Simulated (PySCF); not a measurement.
Isomers C$_{5}$H$_{9}$NOSi:

A. `[H]/N=C(\CO)CC#C[SiH3]`
B. `[SiH3]CCc1cocn1`
C. `NCc1coc([SiH3])c1`

Spectrum 1. ¹H NMR (500 MHz, computed): δ 7.70 (m, 1H), 7.61 (m, 1H), 3.73 (t, 3H), 2.99 (t, 2H), 1.01 (m, 2H). ¹³C{¹H} NMR (computed): δ 155.2 (CH), 150.8 (C), 140.3 (CH), 27.7 (CH2), 15.0 (CH2).

Spectrum 2. ¹H NMR (500 MHz, computed): δ 7.73 (m, 1H), 6.96 (m, 1H), 4.48 (s, 3H), 3.84 (s, 2H), 0.72 (br s, 2H). ¹³C{¹H} NMR (computed): δ 152.9 (C), 150.0 (CH), 139.9 (C), 130.5 (CH), 42.7 (CH2).

Spectrum 3. ¹H NMR (500 MHz, computed): δ 11.42 (br s, 1H), 4.53 (s, 2H), 4.22 (s, 3H), 3.35 (s, 2H), 0.22 (br s, 1H). ¹³C{¹H} NMR (computed): δ 180.4 (C), 115.2 (C), 82.3 (C), 67.7 (CH2), 31.8 (CH2).

How the numbers were obtained: coordinates at the GFN2-xTB level, GIAO PBE0/pcSseg-1 shieldings, in PySCF 2.14.0 with density-fitted response routines (gas phase, non-relativistic, single conformer, equivalent nuclei averaged).

Scale: TMS for ¹H (31.72 ppm), ¹³C (186.93 ppm) (reference shieldings calculated alike). Where no couplings were computed, multiplicities follow the n + 1 count of equivalent neighbours, and m marks all less simple cases (inequivalent or close neighbours, rings, F or P nearby). Shifts are as computed. Against solution values, carbons near 30 ppm lie about +3 ppm off and those near 130 ppm about +5 ppm. Of 1211 compounds with measured shifts, 218 miss one by over three times the rms of a fit or turn the order of signals round; such compounds aren't used in these exercises. OH and NH positions are gas-phase values without hydrogen bonding to other molecules.

Which spectrum belongs to which compound?

Answers

1–B, 2–C, 3–A.

- Spectrum 1 (B): 5 ¹³C signals; δC 27.7 is an sp3 CH2 on an aromatic ring; δH 7.70 is the hydrogen on an aromatic CH between two ring heteroatoms.
- Spectrum 2 (C): 5 ¹³C signals; δC 130.5 is an aromatic CH; δC 42.7 is an sp3 CH2 bonded to N, on an aromatic ring.
- Spectrum 3 (A): 5 ¹³C signals; δC 82.3 is an alkyne carbon; δC 67.7 is an sp3 CH2 bonded to O.
